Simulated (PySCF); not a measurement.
# UHF on Hg³⁶⁺ (mercury, charge +36)

Configuration: [Kr] 4d8, high-spin 3F determinant. All numbers are calculated (PySCF 2.14, the non-relativistic Hamiltonian (point nucleus), in an even-tempered Gaussian basis (18 s from 3.5 bohr⁻², ratio 2.5; 12 p from 4.6 bohr⁻², ratio 2.5; 9 d from 4.6 bohr⁻², ratio 2.5; 4 f from 23 bohr⁻², ratio 2.7; 3 g from 34 bohr⁻², ratio 2.7)).

```json
{
 "Total energy": "-17673.218385 hartree",
 "One-electron energy": "-21834.8992 hartree",
 "Hartree (Coulomb) energy": "4448.4922 hartree",
 "Exchange energy": "-286.8113 hartree",
 "Kinetic energy": "17675.56339 hartree",
 "⟨S²⟩": "2.0006",
 "⟨L²⟩": "12.008",
 "Sum of ⟨r⟩": "10.15 bohr",
 "Sum of ⟨r²⟩": "3.585 bohr²",
 "Density at the nucleus (Gaussians lack the cusp)": "364000 bohr⁻³",
 "Spin density at the nucleus": "-1.87 bohr⁻³"
}
```

| shell | electrons | mean orbital energy (hartree) | spread (hartree) | rms radius, mean of both spins (bohr) |
| --- | --- | --- | --- | --- |
| 1s α | 1 | -2833.03818 | 0 | 0.0219 |
| 1s β | 1 | -2833.03205 | 0 | 0.0219 |
| 2s α | 1 | -525.53166 | 0 | 0.0862 |
| 2s β | 1 | -525.34900 | 0 | 0.0862 |
| 2p α | 3 | -506.92270 | 0 | 0.0741 |
| 2p β | 3 | -506.74216 | 0 | 0.0741 |
| 3s α | 1 | -166.84199 | 0 | 0.212 |
| 3s β | 1 | -166.74528 | 0 | 0.212 |
| 3p α | 3 | -158.15102 | 0 | 0.203 |
| 3p β | 3 | -158.05532 | 0 | 0.203 |
| 3d α | 5 | -142.25779 | 0.06845 | 0.178 |
| 3d β | 5 | -142.08063 | 0.22570 | 0.178 |
| 4s α | 1 | -72.85114 | 0 | 0.428 |
| 4s β | 1 | -72.41120 | 0 | 0.428 |
| 4p α | 3 | -68.86897 | 0 | 0.429 |
| 4p β | 3 | -68.33290 | 0 | 0.429 |
| 4d α | 5 | -61.69068 | 0.13486 | 0.420 |
| 4d β | 3 | -61.45764 | 0 | 0.420 |

A non-relativistic calculation at this Z misses sizeable relativistic shifts. Spin-orbit coupling is strong in this species (close to jj coupling), so the high-spin LS determinant is a model state, not a physical level.

Spin-orbit constants ζ (cm⁻¹) from the X2C one-electron operator on these orbitals (non-relativistic here): bare nucleus, nucleus screened by l(l+1)(2l+1)/3 electrons, and screened by the Breit-Pauli mean field of the electrons.

```tsv
shell	bare	screened nucleus	mean field
2p	6790000	6620000	6531000
3p	1461000	1424000	1402000
3d	317500	277900	271800
4p	429500	418800	411900
4d	87610	76660	74870
```

To first order the Landé constant is A = -37440 cm⁻¹, so the lowest level has J = 4 and lies 13.9 eV below the centre of the term. This holds in LS coupling only, and this species is close to jj coupling.
